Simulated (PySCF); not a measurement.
**CaP: one state, many levels of theory**

State: ⁴Σ⁻ (quartet), unpaired electrons σ ↑, π ↑↑. Set-up: Ca def2-SVPD, P def2-SVPD; no relativity (PySCF 2.14). De refers to Ca + P in their high-spin ground configurations, without counterpoise correction. The functionals are run spin-unrestricted. A positive dipole means Ca(−)P(+).

```json
{"Level": "UHF", "Re (Å)": "2.844", "ωe (cm⁻¹)": "275", "De (eV)": "0.69", "μ (D)": "-3.92"}
{"Level": "UHF-MP2", "Re (Å)": "2.844", "ωe (cm⁻¹)": "259", "De (eV)": "0.66", "μ (D)": "n/a"}
{"Level": "UHF-SCS-MP2", "Re (Å)": "2.853", "ωe (cm⁻¹)": "256", "De (eV)": "0.61", "μ (D)": "n/a"}
{"Level": "UHF-CCSD", "Re (Å)": "2.862", "ωe (cm⁻¹)": "248", "De (eV)": "0.60", "μ (D)": "n/a"}
{"Level": "UHF-CCSD(T)", "Re (Å)": "2.870", "ωe (cm⁻¹)": "242", "De (eV)": "0.65", "μ (D)": "n/a"}
{"Level": "PBE", "Re (Å)": "2.756", "ωe (cm⁻¹)": "276", "De (eV)": "1.51", "μ (D)": "-3.14"}
{"Level": "r²SCAN", "Re (Å)": "2.760", "ωe (cm⁻¹)": "284", "De (eV)": "1.59", "μ (D)": "-3.62"}
{"Level": "B3LYP", "Re (Å)": "2.774", "ωe (cm⁻¹)": "273", "De (eV)": "1.30", "μ (D)": "-3.50"}
{"Level": "PBE0", "Re (Å)": "2.759", "ωe (cm⁻¹)": "282", "De (eV)": "1.40", "μ (D)": "-3.45"}
{"Level": "B97-3", "Re (Å)": "2.796", "ωe (cm⁻¹)": "269", "De (eV)": "1.34", "μ (D)": "-3.21"}
{"Level": "MN15", "Re (Å)": "2.781", "ωe (cm⁻¹)": "251", "De (eV)": "1.03", "μ (D)": "-3.07"}
{"Level": "LC-ωPBE", "Re (Å)": "2.747", "ωe (cm⁻¹)": "298", "De (eV)": "1.48", "μ (D)": "-3.59"}
```

(1) Which functional lies closest to UHF-CCSD(T) in De, which farthest, and by how much do they differ from it?

(2) What does a quarter of exact exchange do here, going from PBE to PBE0?

(3) What does second-order correlation do here, going from UHF to UHF-MP2?

Correlated steps freeze 10 core orbitals. Correlated levels converge slowly with the basis: in double zeta they bind strong bonds too weakly, by up to about 1 eV, and carry superposition errors of some tenths. The state was picked by a PBE0 search and need not be the measured ground state.

Results:

(1) Closest is MN15 (-8.9 pm in Re, +3.7 % in ωe, +0.38 eV in De against UHF-CCSD(T) in the same basis), farthest r²SCAN (-11.0 pm in Re, +17.4 % in ωe, +0.94 eV in De). CCSD(T) converges more slowly with the basis than the functionals do and binds too weakly in this one, so the order can change at the basis-set limit.

(2) PBE0 less PBE: +0.3 pm in Re, +2.2 % in ωe, -0.11 eV in De. Exact exchange removes part of the self-interaction that spreads semilocal densities, and in most molecules shortens and stiffens the bond and lowers De; here Re goes the other way.

(3) UHF-MP2 less UHF: +0.0 pm in Re, -5.8 % in ωe, -0.03 eV in De. The bond length hardly moves.
